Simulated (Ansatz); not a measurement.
Ansatz results at the PBE0-D4/def2-TZVP geometry: HOMO energy (PBE0/def2-TZVPP) -7.15 eV; HOMO energy (ωB97M-V/def2-TZVPP) -9.38 eV; HOMO energy (B3LYP/def2-TZVPP) -6.93 eV.

Each molecule was computed in one conformer, which needn't be the lowest.

Which molecule gave them?
A. `[CH3][Mo]([F])(=[S])=[S]`
B. `C[O][Mo](=[NH])(=[NH])[NH2]`
C. `[O]=[Mo](=[O])([Cl])[Cl]`
D. `[NH2][Mo]([NH2])(=[O])=[O]`

B. The others give `[NH2][Mo]([NH2])(=[O])=[O]`: -7.68, -9.93, -7.45; `[O]=[Mo](=[O])([Cl])[Cl]`: -9.96, -12.20, -9.68; `[CH3][Mo]([F])(=[S])=[S]`: -7.51, -9.48, -7.28.

B3LYP here is the variant with VWN-RPA as its local correlation; programs differ in this.
